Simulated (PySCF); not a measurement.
W(O)2(F)(OMe) (CH3FO3W), SMILES C[O][W](=[O])(=[O])[F], multiplicity 1. The structure is a stationary point at PBE-D3(BJ)/def2-SVP. The multiplicity is an assumed one; no other spin state was optimised. The structure was generated by enumeration; whether it is a known compound was not checked. The def2 effective core potentials stand for the cores of W; spin–orbit coupling is left out. One conformer was computed; it need not be the lowest.

Task: Give the equilibrium geometry at PBE-D3(BJ)/def2-SVP (PySCF confirms it by a frequency run) as Cartesian coordinates in Å, and its point group. (The exact figures need the calculation; the answer reports its results.)

Result: Several could match; the one computed here: point group Cs.
```xyz
9

W      0.0205     0.2444     0.0000
O      1.0379     0.4690     1.3737
O      1.0379     0.4690    -1.3737
F     -1.3826     1.5041     0.0000
O     -0.5796    -1.5244     0.0000
C     -0.1511    -2.8725     0.0000
H     -1.0467    -3.5261     0.0000
H      0.4546    -3.0869     0.9059
H      0.4546    -3.0869    -0.9059
```
Charge 0, spin multiplicity 1.
